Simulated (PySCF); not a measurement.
# Lead: highly charged ions in a basis for the neutral atom

Pb⁷⁺ [Xe] 4f14 5d7, Pb⁸⁺ [Xe] 4f14 5d6. Calculation: PySCF 2.14, in aug-cc-pVDZ-PP with ECP60MDF (5s4p3d, 32 functions); scalar relativity through the core potential. No spin-orbit coupling, so a gap to NIST mixes the basis error with missing relativistic terms.

Changed run: basis of the neutral atom used for a highly charged ion. This setting is unsound on purpose.

```csv
species,method,sound run (hartree),changed run (hartree),converged
Pb⁷⁺,UHF,not run,-179.04822,yes
Pb⁷⁺,BP86,not run,-179.82152,yes
Pb⁷⁺,PBE,not run,-179.72920,yes
Pb⁸⁺,UHF,not run,-174.55875,yes
Pb⁸⁺,BP86,not run,-175.27223,yes
Pb⁸⁺,PBE,not run,-175.18660,yes
```

Ionisation energy of Pb⁷⁺:

| method | changed run (eV) | NIST (eV) |
| --- | --- | --- |
| UHF | 122.16 | 120 ± 2.1 |
| BP86 | 123.79 | 120 ± 2.1 |
| PBE | 123.61 | 120 ± 2.1 |

The contracted functions were made for the neutral atom and can be too rigid for a highly charged ion.
